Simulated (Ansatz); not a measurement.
`BC(=[Se])CO`. Charge 0, multiplicity 1. The structure was optimised at the PBE0-D4/def2-TZVP level. It is one conformer, not always the lowest.

```xyz
10

B    -1.093    0.570   -1.252
C    -0.277    0.114   -0.051
Se   -1.740    0.152    0.965
C     1.070   -0.300    0.344
O     1.260   -0.646    1.675
H    -1.169    1.738   -1.498
H    -1.531   -0.249   -2.006
H     1.754    0.519    0.075
H     1.337   -1.133   -0.332
H     0.389   -0.765    2.080
```

**Question.** What is the dipole moment at ωB97M-V/def2-TZVPP? (Best estimate.)

**Answer.** The calculation gave: 0.63 D, with components (0.48, -0.30, -0.26) D in this frame, pointing from negative to positive charge.

**Question.** And with PBE, r2SCAN, B3LYP? (An estimate is asked.)

**Answer.** The calculation gave: PBE 0.65 D, r2SCAN 0.75 D, B3LYP 0.60 D.

**Question.** Give the Mulliken charges with ωB97M-V, B3LYP, r2SCAN in def2-TZVPP. (Estimate.)

**Answer.** Computed: 
```json
{"atom": "B1", "ωB97M-V": "-0.31", "B3LYP": "-0.20", "r2SCAN": "-0.15"}
{"atom": "C2", "ωB97M-V": "0.02", "B3LYP": "0.04", "r2SCAN": "0.03"}
{"atom": "Se3", "ωB97M-V": "-0.04", "B3LYP": "-0.07", "r2SCAN": "-0.07"}
{"atom": "C4", "ωB97M-V": "0.07", "B3LYP": "0.11", "r2SCAN": "0.18"}
{"atom": "O5", "ωB97M-V": "-0.32", "B3LYP": "-0.33", "r2SCAN": "-0.36"}
{"atom": "H6", "ωB97M-V": "0.09", "B3LYP": "0.05", "r2SCAN": "0.02"}
{"atom": "H7", "ωB97M-V": "0.09", "B3LYP": "0.04", "r2SCAN": "0.02"}
{"atom": "H8", "ωB97M-V": "0.10", "B3LYP": "0.09", "r2SCAN": "0.06"}
{"atom": "H9", "ωB97M-V": "0.10", "B3LYP": "0.09", "r2SCAN": "0.06"}
{"atom": "H10", "ωB97M-V": "0.19", "B3LYP": "0.19", "r2SCAN": "0.21"}
```

B3LYP here is the variant with VWN-RPA as its local correlation; programs differ in this.
